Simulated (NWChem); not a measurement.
System: C3H7O2, doublet; SMILES [O]C(C)CO

Here is an NWChem input.

```
start job
memory heap 200 mb stack 900 mb global 1100 mb
geometry units angstroms noautoz
  C      1.383824    -0.766458     0.100102
  C     -0.082884    -0.527337    -0.249448
  O     -0.883840    -1.586971     0.014243
  C     -0.646782     0.777568     0.315403
  O      0.109925     1.843059    -0.189329
  H      1.487154    -0.921134     1.185432
  H      1.759358    -1.661687    -0.414485
  H      1.986761     0.105685    -0.186410
  H     -0.147694    -0.431787    -1.365122
  H     -0.608503     0.722292     1.422681
  H     -1.713228     0.833563     0.024005
  H     -0.187014     2.658089     0.224803
end
basis spherical
  C library 6-31g*
  O library 6-31g*
  H library 6-31g*
end
dft
  odft
  mult 2
  xc b3lyp
  iterations 150
  mulliken
end
task dft energy
```

Output (shortened):

```
             Northwest Computational Chemistry Package (NWChem) 7.3.0
             --------------------------------------------------------

 C1  symmetry detected

                             Geometry "geometry" -> ""
                             -------------------------

 Output coordinates in angstroms (scale by  1.889725989 to convert to a.u.)

  No.       Tag          Charge          X              Y              Z
 ---- ---------------- ---------- -------------- -------------- --------------
    1 C                    6.0000     1.38427352    -0.75388463     0.11992064
    2 C                    6.0000    -0.07631084    -0.53359643    -0.26577723
    3 O                    8.0000    -0.86875542    -1.60546523    -0.02699590
    4 C                    6.0000    -0.67259112     0.76074151     0.29005889
    5 O                    8.0000     0.08165146     1.83895296    -0.19078323
    6 H                    1.0000     1.46221536    -0.91206789     1.20686411
    7 H                    1.0000     1.78524947    -1.64144082    -0.38872740
    8 H                    1.0000     1.98199006     0.12786273    -0.14749680
    9 H                    1.0000    -0.11415044    -0.43385823    -1.38232507
   10 H                    1.0000    -0.66162333     0.70094227     1.39770912
   11 H                    1.0000    -1.73198758     0.80322603    -0.02810697
   12 H                    1.0000    -0.23709119     2.64787139     0.21910224

 Effective nuclear repulsion energy (a.u.)     184.4075661409

                                 NWChem DFT Module
                                 -----------------

 Summary of "ao basis" -> "ao basis" (spherical)
 ------------------------------------------------------------------------------
       Tag                 Description            Shells   Functions and Types
 ---------------- ------------------------------  ------  ---------------------
 C                           6-31g*                  6       14   3s2p1d
 O                           6-31g*                  6       14   3s2p1d
 H                           6-31g*                  2        2   2s

            General Information
            -------------------
          SCF calculation type: DFT
          Wavefunction type:  spin polarized.
          No. of atoms     :    12
          No. of electrons :    41
           Alpha electrons :    21
            Beta electrons :    20
          Charge           :     0
          Spin multiplicity:     2
          Use of symmetry is: off; symmetry adaption is: off
          Maximum number of iterations: 150
          AO basis - number of functions:    84
                     number of shells:    44
          Convergence on energy requested:  1.00D-06
          Convergence on density requested:  1.00D-05
          Convergence on gradient requested:  5.00D-04

              XC Information
              --------------
                         B3LYP Method XC Potential
                     Hartree-Fock (Exact) Exchange  0.200
                        Slater Exchange Functional  0.800 local
                    Becke 1988 Exchange Functional  0.720 non-local
              Lee-Yang-Parr Correlation Functional  0.810
                  VWN I RPA Correlation Functional  0.190 local

             Grid Information
             ----------------
          Grid used for XC integration:  medium
          Radial quadrature: Mura-Knowles
          Angular quadrature: Lebedev.
          Tag              B.-S. Rad. Rad. Pts. Rad. Cut. Ang. Pts.
          ---              ---------- --------- --------- ---------
          C                   0.70       49          10.0       434
          O                   0.60       49          11.0       434
          H                   0.35       45          11.0       434
          Grid pruning is: on
          Number of quadrature shells:   560
          Spatial weights used:  Erf1

      Superposition of Atomic Density Guess
      -------------------------------------

 Sum of atomic energies:        -265.97709468

      Non-variational initial energy
      ------------------------------

 Total energy =    -268.443607
 1-e energy   =    -727.385914
 2-e energy   =     274.534740
 HOMO         =      -0.293390
 LUMO         =       0.124585

     ---------------------------------------------
      Total Density - Mulliken Population Analysis
     ---------------------------------------------

    Atom       Charge   Shell Charges
 -----------   ------   -------------------------------------------------------
    1 C    6     6.70   2.00  0.72  2.05  0.67  1.22  0.03
    2 C    6     5.65   2.00  0.69  1.66  0.52  0.71  0.07
    3 O    8     8.88   2.00  0.96  3.02  0.98  1.91  0.01
    4 C    6     5.90   2.00  0.69  1.72  0.57  0.86  0.06
    5 O    8     8.85   2.00  0.93  3.06  0.92  1.93  0.02
    6 H    1     0.75   0.45  0.30
    7 H    1     0.76   0.46  0.30
    8 H    1     0.77   0.46  0.31
    9 H    1     0.67   0.39  0.28
   10 H    1     0.77   0.46  0.32
   11 H    1     0.83   0.48  0.34
   12 H    1     0.46   0.36  0.10

     --------------------------------------------
      Spin Density - Mulliken Population Analysis
     --------------------------------------------

    Atom       Charge   Shell Charges
 -----------   ------   -------------------------------------------------------
    1 C    6     0.03   0.00  0.00  0.02 -0.00  0.00  0.00
    2 C    6     0.17   0.00  0.00  0.12  0.00  0.03  0.01
    3 O    8     0.36   0.00  0.00  0.23  0.00  0.13 -0.00
    4 C    6     0.12   0.00  0.01  0.09 -0.00  0.03  0.00
    5 O    8     0.02   0.00  0.00  0.01  0.00  0.00  0.00
    6 H    1     0.03   0.01  0.02
    7 H    1     0.01   0.01  0.00
    8 H    1     0.00   0.00  0.00
    9 H    1     0.20   0.10  0.10
   10 H    1     0.06   0.03  0.04
   11 H    1     0.00   0.00 -0.00
   12 H    1     0.00   0.00  0.00

   convergence    iter        energy       DeltaE   RMS-Dens  Diis-err
 ---------------- ----- ----------------- --------- --------- ---------
 d= 0,ls=0.0,diis     1   -268.6990838950 -4.53D+02  1.31D-02  2.81D-01
                                                     1.30D-02  3.29D-01
 d= 0,ls=0.0,diis     2   -268.5091292397  1.90D-01  1.04D-02  9.96D-01
                                                     8.58D-03  7.90D-01
 d= 0,ls=0.0,diis     3   -268.8813694451 -3.72D-01  1.05D-03  4.84D-03
                                                     1.16D-03  4.98D-03
 d= 0,ls=0.0,diis     4   -268.8836138857 -2.24D-03  6.89D-04  5.35D-03
                                                     5.95D-04  3.80D-03
 d= 0,ls=0.0,diis     5   -268.8854351933 -1.82D-03  1.92D-04  4.81D-04
                                                     2.66D-04  4.18D-04
  Resetting Diis
 d= 0,ls=0.0,diis     6   -268.8857121784 -2.77D-04  9.77D-05  5.53D-05
                                                     2.10D-04  3.45D-05
 d= 0,ls=0.0,diis     7   -268.8857901036 -7.79D-05  5.33D-05  1.03D-05
                                                     1.96D-04  1.43D-05
 d= 0,ls=0.0,diis     8   -268.8858381721 -4.81D-05  2.66D-05  1.59D-05
                                                     7.47D-05  1.98D-05
 d= 0,ls=0.0,diis     9   -268.8858624706 -2.43D-05  3.41D-05  3.08D-06
                                                     2.48D-04  7.25D-06
 d= 0,ls=0.0,diis    10   -268.8859226749 -6.02D-05  8.15D-05  2.78D-06
                                                     6.26D-04  6.50D-06
 d= 0,ls=0.0,diis    11   -268.8860505531 -1.28D-04  1.04D-04  1.86D-06
                                                     7.83D-04  3.97D-06
 d= 0,ls=0.0,diis    12   -268.8861612966 -1.11D-04  2.62D-05  1.46D-06
                                                     1.85D-04  1.86D-06
 d= 0,ls=0.0,diis    13   -268.8861796999 -1.84D-05  7.64D-05  6.61D-07
                                                     5.77D-04  1.15D-06
 d= 0,ls=0.0,diis    14   -268.8862153186 -3.56D-05  3.96D-05  4.23D-07
                                                     2.95D-04  4.78D-07
 d= 0,ls=0.0,diis    15   -268.8862215131 -6.19D-06  7.32D-06  1.83D-07
                                                     1.65D-05  1.25D-07
 d= 0,ls=0.0,diis    16   -268.8862217204 -2.07D-07  5.72D-06  1.50D-08
                                                     4.21D-05  1.34D-08
 d= 0,ls=0.0,diis    17   -268.8862218753 -1.55D-07  1.88D-06  3.65D-09
                                                     1.34D-05  2.72D-09
 d= 0,ls=0.0,diis    18   -268.8862218905 -1.53D-08  3.69D-07  7.97D-11
                                                     2.79D-06  7.81D-11

         Total DFT energy =     -268.886221890512
      One electron energy =     -731.438212291405
           Coulomb energy =      314.242256434240
    Exchange-Corr. energy =      -36.097832174233
 Nuclear repulsion energy =      184.407566140885

 Numeric. integr. density =       41.000006483895

                    DFT Final Alpha Molecular Orbital Analysis
                    ------------------------------------------

 Vector   19  Occ=1.000000D+00  E=-3.069288D-01
              MO Center= -2.4D-01, -8.5D-01, -2.3D-01, r^2= 2.4D+00
   Bfn.  Coefficient  Atom+Function         Bfn.  Coefficient  Atom+Function
  ----- ------------  ---------------      ----- ------------  ---------------
    33      0.453118   3 O  pz               37      0.318293   3 O  pz
    78      0.267671   9 H  s                19     -0.265921   2 C  pz
    77      0.234196   9 H  s                31      0.160929   3 O  px
     3      0.153626   1 C  px               72      0.138130   6 H  s
     6     -0.136989   1 C  s                 5      0.130302   1 C  pz

 Vector   20  Occ=1.000000D+00  E=-2.775525D-01
              MO Center= -2.8D-01,  1.2D+00,  8.4D-03, r^2= 2.3D+00
   Bfn.  Coefficient  Atom+Function         Bfn.  Coefficient  Atom+Function
  ----- ------------  ---------------      ----- ------------  ---------------
    61      0.424916   5 O  pz               59      0.333975   5 O  px
    65      0.327819   5 O  pz               63      0.261579   5 O  px
    80     -0.215273  10 H  s                47     -0.187448   4 C  pz
    82      0.167040  11 H  s                79     -0.159908  10 H  s
    31      0.151760   3 O  px               81      0.147602  11 H  s

 Vector   21  Occ=1.000000D+00  E=-2.721297D-01
              MO Center= -4.4D-01, -7.2D-01, -2.0D-02, r^2= 2.7D+00
   Bfn.  Coefficient  Atom+Function         Bfn.  Coefficient  Atom+Function
  ----- ------------  ---------------      ----- ------------  ---------------
    31      0.403803   3 O  px               32     -0.309725   3 O  py
    35      0.285874   3 O  px               36     -0.227389   3 O  py
     3      0.209961   1 C  px               48      0.181257   4 C  s
    46     -0.176680   4 C  py               59     -0.161212   5 O  px
    17     -0.160398   2 C  px               82     -0.156619  11 H  s

 Vector   22  Occ=0.000000D+00  E= 6.776944D-02
              MO Center= -3.7D-01,  2.2D+00,  3.4D-01, r^2= 3.2D+00
   Bfn.  Coefficient  Atom+Function         Bfn.  Coefficient  Atom+Function
  ----- ------------  ---------------      ----- ------------  ---------------
    84      1.230218  12 H  s                62     -0.916637   5 O  s
    48     -0.648311   4 C  s                80      0.471909  10 H  s
    82      0.372995  11 H  s                50      0.304139   4 C  py
    64     -0.303150   5 O  py                6     -0.296688   1 C  s
    22      0.234726   2 C  py               65     -0.227341   5 O  pz

 Vector   23  Occ=0.000000D+00  E= 1.033031D-01
              MO Center=  9.2D-02, -3.5D-01, -6.8D-01, r^2= 4.5D+00
   Bfn.  Coefficient  Atom+Function         Bfn.  Coefficient  Atom+Function
  ----- ------------  ---------------      ----- ------------  ---------------
    78      1.349205   9 H  s                20     -1.032431   2 C  s
     6     -0.865365   1 C  s                23      0.767115   2 C  pz
    74      0.728496   7 H  s                82      0.709205  11 H  s
    48     -0.498252   4 C  s                22     -0.448737   2 C  py
    49      0.431284   4 C  px               76      0.400247   8 H  s

 Vector   24  Occ=0.000000D+00  E= 1.312605D-01
              MO Center=  2.9D-01, -2.9D-02,  8.5D-01, r^2= 4.9D+00
   Bfn.  Coefficient  Atom+Function         Bfn.  Coefficient  Atom+Function
  ----- ------------  ---------------      ----- ------------  ---------------
    72      1.258059   6 H  s                80      1.226743  10 H  s
     6     -0.957092   1 C  s                48     -0.873437   4 C  s
    78     -0.819140   9 H  s                 9     -0.582273   1 C  pz
    51     -0.584751   4 C  pz               20      0.415413   2 C  s
    84     -0.346956  12 H  s                62      0.308511   5 O  s

                     DFT Final Beta Molecular Orbital Analysis
                     -----------------------------------------

 Vector   18  Occ=1.000000D+00  E=-3.438807D-01
              MO Center= -1.5D-02,  6.1D-01, -1.2D-02, r^2= 3.3D+00
   Bfn.  Coefficient  Atom+Function         Bfn.  Coefficient  Atom+Function
  ----- ------------  ---------------      ----- ------------  ---------------
    59      0.306301   5 O  px               61     -0.249685   5 O  pz
    63      0.218989   5 O  px               45     -0.187912   4 C  px
    62      0.188661   5 O  s                65     -0.176321   5 O  pz
    47      0.168917   4 C  pz               18     -0.158050   2 C  py
    19     -0.148429   2 C  pz               31      0.146273   3 O  px

 Vector   19  Occ=1.000000D+00  E=-2.764635D-01
              MO Center= -2.3D-01,  1.5D+00,  5.8D-03, r^2= 1.6D+00
   Bfn.  Coefficient  Atom+Function         Bfn.  Coefficient  Atom+Function
  ----- ------------  ---------------      ----- ------------  ---------------
    61      0.432648   5 O  pz               59      0.368694   5 O  px
    65      0.336255   5 O  pz               63      0.286035   5 O  px
    80     -0.206134  10 H  s                82      0.204426  11 H  s
    81      0.166955  11 H  s                47     -0.163242   4 C  pz
    79     -0.157276  10 H  s                45     -0.122604   4 C  px

 Vector   20  Occ=1.000000D+00  E=-2.544537D-01
              MO Center= -5.5D-01, -1.1D+00, -1.8D-02, r^2= 1.9D+00
   Bfn.  Coefficient  Atom+Function         Bfn.  Coefficient  Atom+Function
  ----- ------------  ---------------      ----- ------------  ---------------
    31      0.448934   3 O  px               32     -0.342275   3 O  py
    35      0.328184   3 O  px               36     -0.257010   3 O  py
    48      0.216123   4 C  s                 3      0.194755   1 C  px
    46     -0.171577   4 C  py                6     -0.160873   1 C  s
    17     -0.144142   2 C  px               62     -0.126574   5 O  s

 Vector   21  Occ=0.000000D+00  E=-1.299258D-01
              MO Center= -6.6D-01, -1.3D+00, -1.6D-01, r^2= 1.5D+00
   Bfn.  Coefficient  Atom+Function         Bfn.  Coefficient  Atom+Function
  ----- ------------  ---------------      ----- ------------  ---------------
    33      0.559265   3 O  pz               37      0.465985   3 O  pz
    78      0.307436   9 H  s                 6     -0.230880   1 C  s
    77      0.169551   9 H  s                48     -0.168021   4 C  s
    31      0.127374   3 O  px               72      0.120016   6 H  s
    19     -0.118646   2 C  pz               35      0.117037   3 O  px

[...]
```

Level: B3LYP/6-31G* (spherical d), spin-unrestricted. Coordinates come from a PBE0/def2-SVP, spin-unrestricted optimisation. Not confirmed as a minimum by frequencies. No stability test was run on the SCF state. B3LYP is NWChem's, with the RPA form of VWN correlation.
